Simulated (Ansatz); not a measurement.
Geometry optimisation, Ansatz 0.2.0, RKS r2SCAN/def2-SVP.

Input file:

```yaml
crystal:
  periodic: [false, false, false]
  atoms:
    - { symbol: Ga, position_ang: [0.055218, 0.242102, -0.054589] }
    - { symbol: H, position_ang: [-0.0913, 0.226543, 1.50649] }
    - { symbol: H, position_ang: [1.349928, 0.225065, -0.900435] }
    - { symbol: Cl, position_ang: [-1.815543, 0.375288, -1.096628] }
    - { symbol: Br, position_ang: [-0.217043, -3.012361, 1.500784] }
    - { symbol: H, position_ang: [-0.340259, -1.571336, 1.925377] }
basis:
  gaussian: { orbitals: def2-SVP }
hamiltonian:
  xc: r2scan
relax:
  f_tol: 0.03
  max_steps: 50
```

Launched with:

```bash
$ ansatz run input.yaml --threads 4 --pin off --max-ram 5120MiB --backend cpu --events-out ev --progress --plain --runs-dir out
```

Question: Where does it end, and by what steps?

Answer: The run converged. The force dipped under the threshold on the way, but the program's further checks kept it going. After 33 steps the energy has fallen by 0.326 eV; H6 moved furthest, 1.28 Å. Joined: Ga1–Br5 (3.62 → 2.88 Å).

```json
{"step": "0", "energy less start (eV)": "0.0000", "largest force component (eV/Å)": "1.439", "accepted": "yes"}
{"step": "2", "energy less start (eV)": "-0.0755", "largest force component (eV/Å)": "0.243", "accepted": "yes"}
{"step": "4", "energy less start (eV)": "-0.1304", "largest force component (eV/Å)": "0.957", "accepted": "yes"}
{"step": "6", "energy less start (eV)": "-0.2401", "largest force component (eV/Å)": "0.078", "accepted": "yes"}
{"step": "8", "energy less start (eV)": "-0.2478", "largest force component (eV/Å)": "0.038", "accepted": "yes"}
{"step": "10", "energy less start (eV)": "-0.2245", "largest force component (eV/Å)": "0.828", "accepted": "no"}
{"step": "12", "energy less start (eV)": "-0.2540", "largest force component (eV/Å)": "0.223", "accepted": "yes"}
{"step": "14", "energy less start (eV)": "-0.2617", "largest force component (eV/Å)": "0.051", "accepted": "yes"}
{"step": "16", "energy less start (eV)": "-0.2643", "largest force component (eV/Å)": "0.166", "accepted": "yes"}
{"step": "18", "energy less start (eV)": "-0.2670", "largest force component (eV/Å)": "0.250", "accepted": "yes"}
{"step": "20", "energy less start (eV)": "-0.2682", "largest force component (eV/Å)": "0.395", "accepted": "yes"}
{"step": "22", "energy less start (eV)": "-0.2688", "largest force component (eV/Å)": "0.479", "accepted": "yes"}
{"step": "24", "energy less start (eV)": "-0.2762", "largest force component (eV/Å)": "0.503", "accepted": "yes"}
{"step": "26", "energy less start (eV)": "-0.2881", "largest force component (eV/Å)": "0.303", "accepted": "yes"}
{"step": "28", "energy less start (eV)": "-0.2930", "largest force component (eV/Å)": "0.472", "accepted": "yes"}
{"step": "30", "energy less start (eV)": "-0.3115", "largest force component (eV/Å)": "0.147", "accepted": "yes"}
{"step": "32", "energy less start (eV)": "-0.3201", "largest force component (eV/Å)": "0.425", "accepted": "yes"}
{"step": "33", "energy less start (eV)": "-0.3259", "largest force component (eV/Å)": "0.016", "accepted": "yes"}
```

```xyz
6
Properties=species:S:1:pos:R:3
Ga 0.188 0.202 0.154
H 0.358 1.152 1.369
H 1.172 -0.200 -0.976
Cl -1.923 -0.250 -0.319
Br 0.236 -2.286 1.599
H -1.090 -2.134 1.053
```

Whether the end is a true minimum wasn't checked by a vibrational analysis.

Time of the run: 51 s on 4 threads of Arm Neoverse V2 (shared host), peak memory 0.18 GiB.
